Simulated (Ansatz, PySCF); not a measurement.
Al2H4, SMILES [AlH2][AlH2]. Atoms are numbered in the order given.

```xyz
6

Al     0.0000     0.0000    -1.2976
Al     0.0000     0.0000     1.2976
H      0.9547     0.9547    -2.1417
H     -0.9547    -0.9547    -2.1417
H      0.9547    -0.9547     2.1417
H     -0.9547     0.9547     2.1417
```

Coordinates come from a TPSSh-D3(BJ)/def2-TZVP optimisation.

Two levels are set side by side: PBE-D3(BJ)/def2-TZVP (Ansatz, an electronic-structure program) and TPSSh-D3(BJ)/def2-TZVP (PySCF). Each level has its own optimised geometry; the coordinates shown are those of the second. Frequencies come from the Hessian of PySCF at each geometry. Differences are taken from unrounded values.

```tsv
quantity	TPSSh-D3(BJ)
mean bond length (Å)	1.793
bond Al1–Al2 (Å)	2.595
bond Al1–H3 (Å)	1.592
bond Al1–H4 (Å)	1.592
bond Al2–H5 (Å)	1.592
bond Al2–H6 (Å)	1.592
highest harmonic wavenumber (cm⁻¹)	1905
mean harmonic wavenumber (cm⁻¹)	945
zero-point energy (kcal/mol)	16.22
```

Q: What does PBE-D3(BJ) give, and how far is it from TPSSh-D3(BJ)? (Estimate from the structure and the level; the computed values follow.)

A: 
```csv
quantity,PBE-D3(BJ),PBE-D3(BJ) minus TPSSh-D3(BJ)
mean bond length (Å),1.804,0.011
bond Al1–Al2 (Å),2.593,-0.002
bond Al1–H3 (Å),1.606,0.014
bond Al1–H4 (Å),1.606,0.014
bond Al2–H5 (Å),1.606,0.014
bond Al2–H6 (Å),1.606,0.014
highest harmonic wavenumber (cm⁻¹),1834,-72
mean harmonic wavenumber (cm⁻¹),908,-37
zero-point energy (kcal/mol),15.58,-0.64
```

GGA bonds tend to be longer and softer than those of functionals with exact exchange. Differences between two approximate levels are no errors against the true value.
